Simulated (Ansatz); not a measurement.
Gas-phase electronic energies from Ansatz, PBE0-D4/def2-TZVP geometries. CCSD(T)/CBS adds triple-zeta CCSD(T) − MP2 to the extrapolated MP2 energy (def2 sets, frozen cores). Functionals use def2-TZVPP. Elements past krypton have def2 core potentials. For Te outer-core shells are correlated without core-valence functions, which leaves a few kJ/mol of doubt a bond. One conformer a species, not always the lowest.

Consider the ligand exchange at the Si–O bond: `C=N[SiH2]O[SiH3]` + H₂Te → `C=N[SiH2][TeH]` + `O[SiH3]`.

```json
{"species": "`C=N[SiH2]O[SiH3]`", "ωB97X-V energy (Eh)": "-751.29806"}
{"species": "H₂Te", "ωB97X-V energy (Eh)": "-269.19445"}
{"species": "`C=N[SiH2][TeH]`", "ωB97X-V energy (Eh)": "-653.34566"}
{"species": "`O[SiH3]`", "ωB97X-V energy (Eh)": "-367.12562"}
```

**Question.** Work out ΔE.

**Answer.** ΔE = (-653.34566) + (-367.12562) − (-751.29806) − (-269.19445) = 0.02123 Eh = +55.7 kJ/mol. CCSD(T)/CBS gives +49.7 kJ/mol.

Largest T1 diagnostic among the species: 0.013.

From PBE to PBE0 (25 % exact exchange), in def2-TZVPP and without D4, ΔE moves by +6.4 kJ/mol. In def2-TZVPP, CCSD(T) changes the Hartree–Fock value by −21.6 kJ/mol (the triples alone add −4.7 kJ/mol) and MP2 by −29.8 kJ/mol.
